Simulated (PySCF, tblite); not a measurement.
Isomers of C9H6ClN, one GFN2-xTB conformer each. Single-point energies are computed at PBE0/pcSseg-1 (PySCF, gas phase, no added dispersion term), electronic only.

Problem. Rank them by PBE0/pcSseg-1 energy, lowest first (kJ/mol).
A. `[N:1]#[C:2][c:3]1[cH:4][cH:5][c:6](/[CH:7]=[CH:8]/[Cl:9])[cH:10][cH:11]1` with C5–C6–C7–C8 180°
B. `[CH2:1]=[CH:2][c:3]1[cH:4][cH:5][c:6]([C:7]#[N:8])[c:9]([Cl:10])[cH:11]1` with C1–C2–C3–C4 0°
C. `Clc1ccc2cnccc2c1`

Solution. C (0.0), A (111.2), B (123.0).

As drawn, the highest has a C≡N group and a C=C bond outside aromatic rings, which the lowest lacks. GFN2-xTB itself gives, in the same order: 0.0, 177.0, 177.9. Both levels put the same isomer lowest; measured from each level's own lowest isomer, the values differ by up to 65.8 kJ/mol (N#Cc1ccc(/C=C/Cl)cc1: 177.0 against 111.2).

Problem. Which frontier levels, dipoles and rotational constants go with these structures?

Solution. 
| SMILES | HOMO (eV, PBE0/pcSseg-1) | LUMO (eV) | dipole (D) | A, B, C (MHz) |
| --- | --- | --- | --- | --- |
| Clc1ccc2cnccc2c1 | -7.02 | -1.86 | 0.81 | 2851, 584.9, 485.3 |
| N#Cc1ccc(/C=C/Cl)cc1 | -7.11 | -2.30 | 3.43 | 5003, 338.2, 316.8 |
| C=Cc1ccc(C#N)c(Cl)c1 | -7.34 | -2.31 | 5.68 | 1907, 618.9, 467.2 |

Problem. What happens when harmonic zero-point energies from GFN2-xTB frequencies are added?

Solution. 
| SMILES | ZPE (kJ/mol) | electronic (kJ/mol) | with ZPE (kJ/mol) |
| --- | --- | --- | --- |
| Clc1ccc2cnccc2c1 | 318.9 | 0.0 | 0.0 |
| N#Cc1ccc(/C=C/Cl)cc1 | 311.8 | 111.2 | 104.1 |
| C=Cc1ccc(C#N)c(Cl)c1 | 310.9 | 123.0 | 115.0 |

The zero-point energies span 8.0 kJ/mol. The order is unchanged.
